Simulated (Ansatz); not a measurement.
Frontier orbitals of C₃H₄SSi, SMILES `C#CC1[SiH2]S1`.

Cartesian coordinates in Å:
```
C 0.8433 -2.1163 0.6492
C 0.2239 -1.0884 0.5795
C -0.5123 0.1278 0.4752
Si -0.2223 1.3130 -0.9266
S 0.3720 1.6910 1.0329
H 1.3924 -3.0251 0.7174
H -1.5196 0.0825 0.8825
H -1.3774 2.0542 -1.4780
H 0.8000 0.9612 -1.9322
```

Total charge 0; spin multiplicity 1. The structure was optimised at the PBE0-D4/def2-TZVP level. Basis def2-TZVPP, Ansatz.

```tsv
functional	HOMO (eV)	LUMO (eV)	gap (eV)
LDA (SPW92)	-6.13	-1.76	4.37
PBE	-6.00	-1.54	4.46
B97M-V	-6.27	-1.32	4.95
PBE0	-7.14	-0.69	6.45
r2SCAN0	-7.28	-0.54	6.74
BHLYP	-8.09	0.21	8.30
ωB97X-V	-9.37	1.34	10.71
ωB97M-V	-9.23	1.09	10.32
HF	-9.57	2.37	11.94
```

A quarter of exact exchange (PBE0) shifts PBE's HOMO by −1.13 eV and its LUMO by +0.85 eV; full exchange at long range (ωB97M-V) shifts them by −3.23 and +2.63 eV. The gap opens from 4.46 to 10.32 eV, since occupied levels lose self-interaction and empty ones feel all the electrons. A positive LUMO is unbound and depends on the basis.
